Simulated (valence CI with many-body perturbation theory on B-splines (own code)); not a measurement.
## Which ion has this spectrum?

A relativistic CI+MBPT calculation for an atom or ion with 8 electrons gives these levels (Ry):

| J | Parity | E | g |
| --- | --- | --- | --- |
| 2 | even | 0.00 | 1.31 |
| 0 | even | 4.48 |  |
| 1 | even | 102.83 | 1.47 |
| 2 | even | 104.21 | 1.12 |
| 2 | odd | 132.76 | 1.46 |
| 1 | odd | 138.94 | 1.15 |
| 0 | even | 208.91 |  |
| 0 | odd | 236.47 |  |
| 1 | odd | 239.28 | 1.27 |
| 0 | even | 274.52 |  |
| 2 | odd | 635.33 | 1.48 |
| 1 | odd | 636.00 | 1.14 |
| 1 | even | 644.29 | 1.47 |
| 2 | even | 644.40 | 1.15 |

The energies are calculated, and their last digits are not significant.

(1) Which is it?
A. W66+
B. Hf64+
C. Ta65+
D. Os68+

Results:

(1) A. W66+, ground level (2s^2 2p1/2^2 2p3/2^2) J=2.
